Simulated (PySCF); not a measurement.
[(E)-2-silylethenyl]silane (C2H8Si2), SMILES [SiH3]/C=C/[SiH3].

Coordinates come from a PBE0-D3(BJ)/def2-SVP optimisation.

Two levels are set side by side: TDDFT-PBE/def2-SVPD (PySCF) and TDDFT-CAM-B3LYP/def2-SVPD (PySCF). Vertical, same geometry. The lowest singlet is HOMO−1→LUMO 99 % with PBE and HOMO−1→LUMO 97 % with the other functional; states are paired by order. Differences are taken from unrounded values.

```tsv
quantity	TDDFT-PBE
lowest singlet excitation (eV)	5.51
lowest triplet excitation (TDA) (eV)	4.09
first bright state (f over 0.05) (eV)	6.06
its oscillator strength	0.42
```

These are the TDDFT-PBE values. What does TDDFT-CAM-B3LYP give? (Estimate from the structure and the level; the computed values follow.)


```csv
quantity,TDDFT-CAM-B3LYP,TDDFT-PBE minus TDDFT-CAM-B3LYP
lowest singlet excitation (eV),5.94,-0.43
lowest triplet excitation (TDA) (eV),4.04,0.06
first bright state (f over 0.05) (eV),6.73,-0.66
its oscillator strength,0.63,-0.21
```

Functionals without exact exchange tend to place singlet excitations lower, as here. Differences between two approximate levels are no errors against the true value.

Rough cost on one machine, each run with all the roots and properties that it gave: TDDFT-CAM-B3LYP against TDDFT-PBE about 9 times.
